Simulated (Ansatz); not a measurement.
Li₁₉⁺, 19 atoms. Hardware: 4 threads of Arm Neoverse V2 on a shared host.

Correlated methods freeze no core orbitals; core or outer-core shells of Li are correlated, in sets that lack core-valence functions.

Question: How many basis functions does each of these Ansatz runs have, and roughly what does it cost? PBE/def2-TZVP, charge 1 singlet, energy and forces, from earlier orbitals; PBE/def2-SVP, charge 1 singlet, relaxation, 31 steps; PBE0/def2-SVP, charge 1 singlet, energy, from earlier orbitals; B3LYP/def2-TZVP, charge 1 singlet, energy, from earlier orbitals; CCSD(T)/def2-SVP, charge 1 singlet, energy, from earlier orbitals; PBE0/def2-TZVP, charge 1 singlet, energy, from earlier orbitals; PBE/def2-SVP, charge 1 singlet, energy, from earlier orbitals; HSE06/def2-TZVP, charge 1 singlet, energy, from earlier orbitals; r2SCAN/def2-TZVP, charge 1 singlet, energy, from earlier orbitals; HF/STO-3G, charge 1 singlet, energy; MP2/def2-TZVP, charge 1 singlet, energy, from earlier orbitals; CAM-B3LYP/def2-TZVP, charge 1 singlet, energy, from earlier orbitals.

Answer: Other jobs shared the machine, so times can vary by a factor of up to 3. A dash marks memory too small to be measured apart from the calling script's.

```
                                                                      run  functions  fitting or Cholesky vectors  wall time  peak host memory (GiB)
                                      HF/STO-3G, charge 1 singlet, energy         95                         1152      0.8 s                       –
            PBE/def2-SVP, charge 1 singlet, energy, from earlier orbitals        171                         2584      5.5 s                       –
PBE/def2-TZVP, charge 1 singlet, energy and forces, from earlier orbitals        266                         2451      6.5 s                       –
           PBE0/def2-SVP, charge 1 singlet, energy, from earlier orbitals        171                         2584      6.5 s                    0.73
         B3LYP/def2-TZVP, charge 1 singlet, energy, from earlier orbitals        266                         2451      8.5 s                       1
         HSE06/def2-TZVP, charge 1 singlet, energy, from earlier orbitals        266                         2451      8.5 s                     1.1
           MP2/def2-TZVP, charge 1 singlet, energy, from earlier orbitals        266                         2873      9.5 s                    0.94
          PBE0/def2-TZVP, charge 1 singlet, energy, from earlier orbitals        266                         2451      9.5 s                       1
     CAM-B3LYP/def2-TZVP, charge 1 singlet, energy, from earlier orbitals        266                         2451       11 s                     1.2
        r2SCAN/def2-TZVP, charge 1 singlet, energy, from earlier orbitals        266                         2451       14 s                     0.6
                     PBE/def2-SVP, charge 1 singlet, relaxation, 31 steps        171                         2584      2 min                       –
        CCSD(T)/def2-SVP, charge 1 singlet, energy, from earlier orbitals        171                         2451    3.2 min                     3.3
```
